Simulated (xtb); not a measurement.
xtb input (GFN2-xTB):

```bash
xtb mol.xyz --gfn 2 --sp --chrg 0 --uhf 0
```
mol.xyz:
```
2

Ga    -0.00000000    -0.00000000    -0.79294171
Cl     0.00000000     0.00000000     1.44595253
```

End of the output:

```
         :::::::::::::::::::::::::::::::::::::::::::::::::::::
         ::                     SUMMARY                     ::
         :::::::::::::::::::::::::::::::::::::::::::::::::::::
         :: total energy              -5.832977087176 Eh    ::
         :: gradient norm              0.014630129683 Eh/a0 ::
         :: HOMO-LUMO gap              5.267013733928 eV    ::
         ::.................................................::
         :: SCC energy                -5.834170086320 Eh    ::
         :: -> isotropic ES            0.015082486056 Eh    ::
         :: -> anisotropic ES          0.003869806570 Eh    ::
         :: -> anisotropic XC         -0.000472627720 Eh    ::
         :: -> dispersion             -0.000809288594 Eh    ::
         :: repulsion energy           0.001192999145 Eh    ::
         :: add. restraining           0.000000000000 Eh    ::
         :: total charge               0.000000000000 e     ::
         :::::::::::::::::::::::::::::::::::::::::::::::::::::

           -------------------------------------------------
          |                Property Printout                |
           -------------------------------------------------

    * Orbital Energies and Occupations

         #    Occupation            Energy/Eh            Energy/eV
      -------------------------------------------------------------
         1        2.0000           -1.0180164             -27.7016
         2        2.0000           -0.4985131             -13.5652
         3        2.0000           -0.4065860             -11.0638
         4        2.0000           -0.4065860             -11.0638
         5        2.0000           -0.3870670             -10.5326 (HOMO)
         6                         -0.1935078              -5.2656 (LUMO)
         7                         -0.1935078              -5.2656
         8                         -0.1126726              -3.0660
         9                         -0.0429156              -1.1678
        10                         -0.0429156              -1.1678
        11                          0.0373707               1.0169
        12                          0.0373707               1.0169
        13                          0.0678589               1.8465
        14                          0.0678589               1.8465
        15                          0.0722989               1.9674
        16                          0.0772265               2.1014
Note: The following floating-point exceptions are signalling: IEEE_UNDERFLOW_FLAG IEEE_DENORMAL
normal termination of xtb
       ...                                ...                  ...
        18                          0.7667215              20.8636
      -------------------------------------------------------------
                  HL-Gap            0.1935592 Eh            5.2670 eV
             Fermi-level           -0.2902874 Eh           -7.8991 eV

     #   Z          covCN         q      C6AA      α(0)
     1  31 Ga       0.783     0.332   321.566    45.871
     2  17 Cl       0.783    -0.332   109.669    16.020

 Mol. C6AA /au·bohr⁶  :        767.198953
 Mol. C8AA /au·bohr⁸  :      63734.858063
 Mol. α(0) /au        :         61.890653

Wiberg/Mayer (AO) data.
largest (>0.10) Wiberg bond orders for each atom

 ---------------------------------------------------------------------------
     #   Z sym  total        # sym  WBO       # sym  WBO       # sym  WBO
 ---------------------------------------------------------------------------
     1  31 Ga   1.211 --     2 Cl   1.211
     2  17 Cl   1.211 --     1 Ga   1.211
 ---------------------------------------------------------------------------

Topologies differ in total number of bonds
Writing topology from bond orders to xtbtopo.mol

molecular dipole:
                 x           y           z       tot (Debye)
 q only:        0.000       0.000      -1.403
   full:        0.000       0.000      -1.621       4.121
molecular quadrupole (traceless):
                xx          xy          yy          xz          yz          zz
 q only:        0.865       0.000       0.865       0.000       0.000      -1.731
  q+dip:        0.567       0.000       0.567      -0.000       0.000      -1.135
   full:        2.201       0.000       2.201      -0.000       0.000      -4.403

           -------------------------------------------------
          | TOTAL ENERGY               -5.832977087176 Eh   |
          | GRADIENT NORM               0.014630129683 Eh/α |
          | HOMO-LUMO GAP               5.267013733928 eV   |
           -------------------------------------------------

------------------------------------------------------------------------
------------------------------------------------------------------------
 total:
 SCF:
```
